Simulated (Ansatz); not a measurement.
Saddle point of CH7GaSi, singlet (CH₇GaSi ([CH3][GaH][SiH3]) → CH₃Ga ([CH3][Ga]) + SiH₄; bonds formed: Si2–H3; bonds broken: Ga1–Si2, Ga1–H3), PBE0-D4/def2-TZVP structure:

```
atom    x (Å)    y (Å)    z (Å)
 Ga1  -0.8381  -0.2881  -0.0527
 Si2   0.2342   1.5139  -1.2377
  H3   0.8588   0.4690   0.0209
  C4  -0.4246  -1.6612   1.3115
  H5  -0.8022   2.1707  -2.1064
  H6   0.7940   2.6505  -0.4512
  H7   1.1960   0.8949  -2.1925
  H8  -1.2929  -2.2970   1.4814
  H9   0.4150  -2.2747   0.9777
 H10  -0.1398  -1.1779   2.2487
```

Energies are electronic, without zero-point energy. Barriers and step energies count from the start structure reached by relaxing down the imaginary mode; all methods use the PBE0-D4 structures, on which another method's saddle can fall below an end. Program: Ansatz 0.2.0. Basis: def2-TZVPP, with def2-QZVPP for the basis limit. Cores are frozen in the correlated methods. Filled d shells of the heavier atoms are correlated. The def2 sets are not built for correlating such inner shells, so the correlated values are less sure here. B3LYP uses VWN-RPA correlation. Extrapolation: Hartree–Fock as exp(−7.88 √X), correlation as X^−2.97.

| method | barrier (kcal/mol) | step energy (kcal/mol) |
| --- | --- | --- |
| SPW92 | 32.53 | 21.62 |
| PBE-D4 | 33.52 | 16.55 |
| BLYP-D4 | 34.10 | 9.95 |
| r2SCAN-D4 | 36.31 | 19.82 |
| B97M-V | 37.11 | 19.37 |
| PBE0-D4 | 37.58 | 18.67 |
| B3LYP-D4 | 37.34 | 12.42 |
| r2SCAN0-D4 | 38.88 | 20.17 |
| BHLYP-D4 | ? | 14.43 |
| CAM-B3LYP-D4 | 40.81 | 15.30 |
| wB97X-V | 42.15 | 18.97 |
| wB97M-V | 39.23 | 15.13 |
| B2PLYP | 39.23 | 15.21 |
| PBE-QIDH | ? | 21.14 |
| RPA on PBE | ? | 15.45 |
| HF | 49.56 | 13.92 |
| MP2 | 41.31 | 19.51 |
| CCSD | 41.93 | 17.33 |
| CCSD(T) | 40.22 | 17.72 |

Question: Fill in the withheld barriers. (To be estimated.)

Answer: Computed: RPA on PBE 38.40; PBE-QIDH 41.16; BHLYP-D4 41.95 kcal/mol. Each is the energy of the saddle less that of the start structure, by the same method.

For comparison, the barrier by CCSD(T) at an estimated basis limit (MP2 extrapolated from triple and quadruple zeta, plus CCSD(T) − MP2 in triple zeta) is 38.12 kcal/mol.

No T1 diagnostic of these runs exceeds 0.015.

Losses and insertions of silylenes and their heavier kin drive the gas-phase chemistry of silicon and germanium vapour deposition.

Labels in which every atom is bracketed show which atoms are joined, not bond orders.

For scale, one of the runs: CCSD(T)/def2-TZVPP, 219 basis functions (an equivalent command: `ansatz run in.yaml --threads 4`). The run took 64 s on 4 CPU threads (shared host), with 3.1 GiB of host memory at its peak.
